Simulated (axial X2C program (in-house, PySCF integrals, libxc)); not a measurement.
**Which molecule has these constants?**

All values come from calculations with an axial X2C code built on PySCF integrals, spin-free (one-electron X2C) or two-component (2c: spin–orbit coupling with atomic mean-field Coulomb and Gaunt terms, which also bring small scalar terms), in Dyall basis sets with cores contracted in-house; open shells are unrestricted.

A two-component PBE0 calculation in a Dyall 3-zeta basis gave Re = 3.358 Å, ωe = 149.4 cm⁻¹, De = 0.61 eV, dipole magnitude 7.12 D, Ω = 2.

Which molecule is it?
A. AlH
B. RbAl
C. CsAl
D. KAl
E. NaAl

D. The others have AlH 1.668 Å and 1642.2 cm⁻¹ (Ω = 0); CsAl 3.625 Å and 122.4 cm⁻¹ (Ω = 2); NaAl 3.144 Å and 190.5 cm⁻¹ (Ω = 0); RbAl 3.494 Å and 127.8 cm⁻¹ (Ω = 2).

Each entry is the lowest single determinant of a limited PBE0 search at one distance. De goes to single-determinant-based atoms at the same level (for ions the charge split of lowest energy) and is withheld (n/a) where an atom does not fit its ground term or J level. Main or longest-lived isotopes. One determinant is a doubtful description, or other states lie close, for KAl, CsAl, NaAl, RbAl; these need not be ground states, and all values refer to the states named. Some open-shell Ω = 0 determinants are out of reach, so the Ω given for KAl, CsAl, RbAl need not be the lowest component. With several unpaired electrons the Ω given is that of one determinant, not necessarily of the lowest component. Some light 2c atoms are not at their ground J level, so De misses part of their lowering (0.04 eV or less). The functionals have no current term, which raises determinants with orbital currents. Where the atoms have a lower orbital projection than the molecule, De at mean-field level may be about a tenth of an eV too small.
